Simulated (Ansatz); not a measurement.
Reaction (substitution at a C–In bond): `[CH3][InH][CH3]` + `[SH][SnH]([Cl])[Cl]` → `C[S][SnH]([Cl])[Cl]` + `[CH3][InH2]`

Isolated molecules relaxed with PBE0-D4/def2-TZVP in Ansatz; ΔE leaves out vibrations. CCSD(T)/CBS adds triple-zeta CCSD(T) − MP2 to the extrapolated MP2 energy (def2 sets, frozen cores). Functionals use def2-TZVPP. B3LYP here is the variant with VWN-RPA as its local correlation; programs differ in this. HSE06 is defined as in plane-wave codes. Elements past krypton have def2 core potentials. For In, Sn outer-core shells are correlated without core-valence functions, which leaves a few kJ/mol of doubt a bond. Each species was taken in one conformer, which may not be the lowest.

```
          level  ΔE (kJ/mol)
        BLYP-D4         23.8
       HSE06-D4         25.0
          B3LYP         31.1
        LC-ωPBE         28.8
  HF/def2-TZVPP         26.4
 MP2/def2-TZVPP         35.4
CCSD/def2-TZVPP         33.8
   HF/CBS(def2)         27.0
```

(1) What does CCSD(T)/CBS give? (An estimate is asked.)

Largest T1 diagnostic among the species: 0.013.

Answers

(1) Computed: +32.0 kJ/mol. The listed levels differ from it by -8.2, -7.0, -0.9, -3.2, -5.6, 3.4, 1.8, -5.0 kJ/mol.

Leaving LDA and LC-ωPBE aside and taking each functional with its dispersion term where it has one, the values, not all of them listed here, spread over 12.3 kJ/mol, from B97M-V to B2PLYP. LDA lies −5.5 kJ/mol from PBE without D4. At CCSD(T), def2-SVP lies −6.2 kJ/mol from the extrapolated value and def2-TZVPP +1.3 kJ/mol. In def2-TZVPP, CCSD(T) changes the Hartree–Fock value by +6.9 kJ/mol (the triples alone add −0.5 kJ/mol) and MP2 by +9.1 kJ/mol.
